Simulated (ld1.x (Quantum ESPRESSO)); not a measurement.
# An all-electron radial function and its pseudo partner (rubidium (Rb))

Columns: radius, all-electron u(r) and pseudo u(r) of the 4s shell (level -33.08 eV) of rubidium in the configuration [Ar] 3d10 4s2 4p6 4d1 5s0 5p0; LDA (PZ), scalar-relativistic, TM scheme, ld1.x (Quantum ESPRESSO) 7.5.

| r (bohr) | all-electron | pseudo |
| --- | --- | --- |
| 0.210 | 0.0022 | -0.1911 |
| 0.420 | 0.4676 | -0.3761 |
| 0.630 | -0.0344 | -0.5484 |
| 0.840 | -0.5763 | -0.6979 |
| 1.050 | -0.8697 | -0.8092 |
| 1.260 | -0.9460 | -0.8625 |
| 1.470 | -0.8923 | -0.8451 |
| 1.680 | -0.7785 | -0.7637 |
| 1.890 | -0.6476 | -0.6455 |
| 2.100 | -0.5220 | -0.5219 |
| 2.310 | -0.4116 | -0.4116 |
| 2.520 | -0.3195 | -0.3195 |
| 2.730 | -0.2450 | -0.2450 |
| 2.940 | -0.1862 | -0.1862 |
| 3.150 | -0.1405 | -0.1405 |
| 3.360 | -0.1053 | -0.1053 |
| 3.570 | -0.0787 | -0.0787 |
| 3.780 | -0.0585 | -0.0585 |
| 3.990 | -0.0434 | -0.0434 |
| 4.200 | -0.0321 | -0.0321 |
| 4.410 | -0.0237 | -0.0237 |
| 4.620 | -0.0175 | -0.0175 |
| 4.830 | -0.0128 | -0.0128 |
| 5.040 | -0.0094 | -0.0094 |
| 5.250 | -0.0069 | -0.0069 |
| 5.460 | -0.0051 | -0.0051 |

How many radial nodes do the two functions have?

The all-electron 4s function has n − l − 1 = 3 (the table is too coarse to show those close to the nucleus); the pseudo-wave has 0, since the states of the same l below it are removed with the core.

At about which radius was the pseudo-wave matched?

2.25 bohr, where the columns begin to agree (steps of 0.21 bohr).

Where does each function peak?

Outermost all-electron maximum near 1.26 bohr, pseudo maximum near 1.26 bohr (to the table’s step).

Is the pseudo-wave norm-conserving?

Yes: the TM scheme keeps the norm inside the radius equal to the all-electron one, which fixes the energy derivative of the logarithmic derivative at the level.
